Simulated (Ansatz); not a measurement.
Al₂H₄I₂⁺, that is (H2Al-mu-I)2 with one electron fewer. Charge 1, multiplicity 2. Geometry PBE-D4/def2-SVP, that of the neutral singlet; atoms count from 1.

```
atom    x (Å)    y (Å)    z (Å)
 Al1   1.1806   1.0939   0.8453
  H2   0.5722   2.4663   1.3708
  H3   2.6812   0.5833   0.9760
  I4  -0.4232  -0.8902   1.7432
 Al5  -1.1835  -1.0913  -0.8447
  H6  -0.6316  -2.4788  -1.3922
  H7  -2.6676  -0.5284  -0.9453
  I8   0.4719   0.8453  -1.7530
```

In the def2 sets I takes a core potential; there is no spin–orbit coupling.

Problem. Estimate the Mulliken populations from the PBE0/def2-TZVP orbitals of Ansatz.

Solution. 
```json
{"atom": "Al1", "charge (e)": "0.39", "spin (α − β)": "-0.01"}
{"atom": "H2", "charge (e)": "0.01", "spin (α − β)": "0.11"}
{"atom": "H3", "charge (e)": "0.01", "spin (α − β)": "0.11"}
{"atom": "I4", "charge (e)": "0.09", "spin (α − β)": "0.28"}
{"atom": "Al5", "charge (e)": "0.39", "spin (α − β)": "-0.01"}
{"atom": "H6", "charge (e)": "0.01", "spin (α − β)": "0.11"}
{"atom": "H7", "charge (e)": "0.01", "spin (α − β)": "0.11"}
{"atom": "I8", "charge (e)": "0.09", "spin (α − β)": "0.28"}
```
Mulliken values depend strongly on the basis.

Problem. Where does the spin sit?

Solution. Summed by element: Al -0.01, H 0.45, I 0.57, of 1 unpaired in all. Largest on single atoms: I4 0.28, I8 0.28, H2 0.11.

Problem. And the Mayer bond orders between heavy atoms (over 0.3)?

Solution. Al1–I4 0.68 (2.70 Å); Al1–I8 0.68 (2.70 Å); I4–Al5 0.68 (2.70 Å); Al5–I8 0.68 (2.70 Å).
